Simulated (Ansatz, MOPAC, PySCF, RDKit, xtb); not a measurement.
Dimer: N2 (SMILES N#N) (first 2 atoms) with CH2O (SMILES C=O); geometry from B3LYP-D3(BJ)/def2-TZVP, rigid monomers moved along the line of their centres of mass till N2···C3 is 4.46 Å.
(charge 0, multiplicity 1):
```xyz
6

N     -0.3431     0.1055    -0.8559
N      0.2646    -0.0814     0.0303
C      0.5871    -0.2831     4.4728
O     -0.4586    -0.0144     4.9942
H      0.8559    -1.3199     4.1928
H      1.3442     0.4900     4.2394
```

Counterpoise-corrected where a basis set is named; no monomer relaxation. Rows marked so take none. RDKit's UFF carries no charges.

Correlated levels freeze the cores. Rows in 6-311+G** carry no dispersion term and start afresh at each structure. The state that AM1 reach isn't checked.

Codes used: Ansatz (Gaussian orbitals); MOPAC for AM1 (differences of heats of formation); PySCF for 6-311+G** rows, the dispersion terms; RDKit for the force fields; xtb for the GFN methods. Values without a source in brackets are computed.

```csv
level,interaction energy (meV)
UFF,-5.8
AM1,-8.1
GFN1-xTB,-6.0
B3LYP/6-311+G** (no counterpoise),-6.6
PBE0-D4/def2-TZVPPD,-12.0
wB97M-V/def2-TZVPPD,-11.7
MP2/aug-cc-pVDZ,-12.4
CCSD/aug-cc-pVDZ,…
CCSD(T)/aug-cc-pVTZ,-11.5
```

Problem. What belongs in the gaps?

Solution. 
- CCSD/aug-cc-pVDZ, interaction energy (meV): -10.5

Ansatz is a program for electronic structure.
